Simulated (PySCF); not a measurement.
CH₄FMoNS₂, SMILES C[N]=[Mo]([F])(=[S])[SH], multiplicity 1.

The structure is a stationary point at r2SCAN-D4/def2-SVP. The spin state was assumed, not searched. The def2 effective core potentials stand for the cores of Mo; spin–orbit coupling is left out. One conformer was computed; it need not be the lowest.

Two levels are set side by side: PBE/def2-TZVP (PySCF) and ωB97X/def2-TZVP (PySCF). Same geometry, gas phase. Differences are taken from unrounded values.

```csv
quantity,PBE
orbital gap (eV),2.90
highest occupied level (eV),-6.40
lowest empty level (eV),-3.50
dipole moment (D),3.55
mean polarisability (bohr³),106.6
```

Task: These are the PBE values. What does ωB97X give? (An estimate is asked for; the answer gives what the named calculation found.)

Result: 
```json
[
 {"quantity": "orbital gap (eV)", "ωB97X": "8.85", "PBE minus ωB97X": "-5.95"},
 {"quantity": "highest occupied level (eV)", "ωB97X": "-9.82", "PBE minus ωB97X": "3.42"},
 {"quantity": "lowest empty level (eV)", "ωB97X": "-0.97", "PBE minus ωB97X": "-2.53"},
 {"quantity": "dipole moment (D)", "ωB97X": "3.74", "PBE minus ωB97X": "-0.19"},
 {"quantity": "mean polarisability (bohr³)", "ωB97X": "102.6", "PBE minus ωB97X": "4.0"}
]
```

Without exact exchange PBE keeps part of each electron's self-repulsion, which lifts occupied levels and narrows the gap. Loosely held outer electrons make PBE densities more polarisable. Differences between two approximate levels are no errors against the true value.

Rough cost on one machine, each run with all the roots and properties that it gave: ωB97X against PBE within a factor of 2.
